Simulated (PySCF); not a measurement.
**Electron correlation in Rh³⁺ (rhodium, charge +3)**

[Kr] 4d6, high-spin 5D determinant. All numbers are calculated (PySCF 2.14, the spin-free X2C one-electron Hamiltonian (Gaussian nucleus), in aug-cc-pVTZ-DK (9s8p6d3f2g, 102 functions)). Frozen: [Kr]; 6 electrons correlated.

| level | correlation energy (mhartree) |
| --- | --- |
| CCSD | -110.24 |
| (T) | -1.68 |
| CCSD(T) | -111.92 |

Diagnostics: T1 = 0.00085, D1 = 0.0015, largest double amplitude 0.021.

Cost of the coupled-cluster step: about 22 core-seconds, for 6 correlated electrons.

Iterations:

```
CC2 = 0
CCSD nocc = (np.int64(5), np.int64(1)), nmo = (84, 84)
frozen orbitals [[0, 1, 2, 3, 4, 5, 6, 7, 8, 9, 10, 11, 12, 13, 14, 15, 16, 17], [0, 1, 2, 3, 4, 5, 6, 7, 8, 9, 10, 11, 12, 13, 14, 15, 16, 17]]
max_cycle = 100
direct = 0
conv_tol = 1e-08
conv_tol_normt = 1e-06
diis_space = 8
diis_start_cycle = 0
Init t2, MP2 energy = -0.104261365461484
Init E_corr(UCCSD) = -0.104261365462332
cycle = 1  E_corr(UCCSD) = -0.109647602324166  dE = -0.00538623686  norm(t1,t2) = 0.0112935
cycle = 2  E_corr(UCCSD) = -0.110088422393626  dE = -0.000440820069  norm(t1,t2) = 0.00379271
cycle = 3  E_corr(UCCSD) = -0.11025028317489  dE = -0.000161860781  norm(t1,t2) = 0.00209419
cycle = 4  E_corr(UCCSD) = -0.110231951477094  dE = 1.83316978e-05  norm(t1,t2) = 0.000611637
cycle = 5  E_corr(UCCSD) = -0.110235927637934  dE = -3.97616084e-06  norm(t1,t2) = 0.000164704
cycle = 6  E_corr(UCCSD) = -0.110236706421134  dE = -7.787832e-07  norm(t1,t2) = 4.73508e-05
cycle = 7  E_corr(UCCSD) = -0.110236256462057  dE = 4.49959077e-07  norm(t1,t2) = 1.45037e-05
cycle = 8  E_corr(UCCSD) = -0.110236321452684  dE = -6.49906278e-08  norm(t1,t2) = 5.55725e-06
cycle = 9  E_corr(UCCSD) = -0.110236332821121  dE = -1.1368437e-08  norm(t1,t2) = 1.5673e-06
cycle = 10  E_corr(UCCSD) = -0.110236328462968  dE = 4.35815366e-09  norm(t1,t2) = 4.20737e-07
UCCSD converged
E(UCCSD) = -4779.251860595317  E_corr = -0.1102363284629677
UCCSD(T) correction = -0.00168027047140696
```
